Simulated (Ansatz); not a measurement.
The cluster Te₄As⁺ (the lowest singlet isomer of a short search) was relaxed with PBE-D4 (def2-SVP) in Ansatz in these states: charge +1 quintet, charge +1 singlet, charge +1 triplet. The geometries follow in no particular order.

In the def2 sets Te takes a core potential; there is no spin–orbit coupling.

A:

Cartesian coordinates in Å:
```
As -0.9935 0.7708 -1.0781
Te -1.4274 0.5244 1.6390
Te 1.5296 1.4584 -1.2555
Te 0.7578 -1.1752 -1.3304
Te 0.1334 -1.5784 2.0251
```

B:

```xyz
5

As    0.325    0.804   -1.412
Te   -1.420    1.709    0.386
Te    2.463   -0.011   -0.071
Te    0.282   -1.688   -0.380
Te   -1.649   -0.815    1.478
```

C:

| atom | x (Å) | y (Å) | z (Å) |
| --- | --- | --- | --- |
| As1 | -0.185 | -1.621 | -0.515 |
| Te2 | 2.093 | -0.495 | 0.023 |
| Te3 | -0.777 | -0.802 | 1.909 |
| Te4 | -1.578 | 0.686 | -1.172 |
| Te5 | 0.447 | 2.232 | -0.245 |

**Question.** Judge from the bond lengths which geometry belongs to which state (an estimate).

**Answer.** A is the charge +1 triplet (Te3–Te4 2.745 Å, Te4–Te5 3.437 Å, Te2–Te5 2.647 Å); B is the charge +1 singlet (Te3–Te4 2.768 Å, Te4–Te5 2.818 Å, Te2–Te5 2.760 Å); C is the charge +1 quintet (Te3–Te4 3.514 Å, Te4–Te5 2.711 Å, Te2–Te5 3.197 Å).

At PBE0-D4/def2-TZVP a singlet lies 0.37 eV below the charge +1 triplet. At PBE0-D4/def2-TZVP a singlet lies 1.47 eV below the charge +1 quintet. These are the stationary points nearest to one start from a short search; other shapes may lie lower in each state.
